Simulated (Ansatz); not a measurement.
Computed with Ansatz on PBE0-D4/def2-TZVP structures; ΔE is electronic, products minus reactants. CBS: MP2 limit from def2 TZ/QZ plus the TZ coupled-cluster correction, frozen cores. Functionals use def2-TZVPP. B3LYP here is the variant with VWN-RPA as its local correlation; programs differ in this. For Zn outer-core shells are correlated without core-valence functions, which leaves a few kJ/mol of doubt a bond. Scalar relativity is left out up to krypton. One conformer a species, not always the lowest.

Consider the redistribution: `C[CH2][Zn][Cl]` + `C=CBCl` → `C[CH2][ZnH]` + `C=CB(Cl)Cl`.

Task: Is it downhill or uphill in electronic energy at CCSD(T)/CBS, and by how much? (An estimate is asked.)

Result: The calculation gave: Uphill: ΔE = +0.74 eV.

Task: What do these levels give: LDA (SPW92), PBE-D4, r2SCAN0-D4, ωB97X-V, B2PLYP, PBE0, B3LYP, r2SCAN0, CCSD/def2-SVP, CCSD(T)/def2-SVP, CCSD(T)/def2-TZVPP, MP2/def2-QZVPP? (An estimate is asked.)

Result: The calculation gave: LDA (SPW92) 0.47, PBE-D4 0.55, r2SCAN0-D4 0.69, ωB97X-V 0.68, B2PLYP 0.71, PBE0 0.67, B3LYP 0.73, r2SCAN0 0.70, CCSD/def2-SVP 0.52, CCSD(T)/def2-SVP 0.47, CCSD(T)/def2-TZVPP 0.65, MP2/def2-QZVPP 0.69 eV.

Task: What do rigid-rotor, harmonic-oscillator terms from PBE0-D4/def2-TZVP frequencies (298.15 K, 1 bar) make of the CCSD(T)/CBS value? (Estimate.)

Result: The calculation gave: ΔZPE = -0.07 eV, ΔH = +0.67 eV, ΔS = -7 J/(mol·K), ΔG = +0.69 eV.

Largest T1 diagnostic among the species: 0.013.

Leaving LDA and LC-ωPBE aside and taking each functional with its dispersion term where it has one, the values, not all of them listed here, spread over 0.25 eV, from revPBE-D4 to BHLYP-D4. LDA lies −0.13 eV from PBE without D4. From BLYP to BHLYP (50 % exact exchange), in def2-TZVPP and without D4, ΔE moves by +0.12 eV.
